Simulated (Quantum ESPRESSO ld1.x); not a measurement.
Question: Pr35+, configuration [Ar] 3d6. Calculated with ld1.x of Quantum ESPRESSO 7.5: Dirac Kohn-Sham, relativistic LDA (MacDonald-Vosko exchange, VWN5 correlation), spin-unpolarised, spherical densities, point nucleus; open shells are shared between the two j in proportion to 2j + 1.

Spin-orbit splittings of the eigenvalues, e(l+1/2) - e(l-1/2), with zeta = 2 splitting/(2l+1) and mean radii in bohr:

| shell | occ. | splitting (eV) | zeta (eV) | <r> j=l-1/2 | <r> j=l+1/2 |
|---|---|---|---|---|---|
| 2p | 6 | 481.6 | 321.0 | 0.08584 | 0.09202 |
| 3p | 6 | 107.1 | 71.40 | 0.2489 | 0.2594 |
| 3d | 6 | ? | ? | 0.2277 | 0.2309 |

Estimate the 3d splitting.

Answer: 24.40 eV (zeta = 9.758 eV).
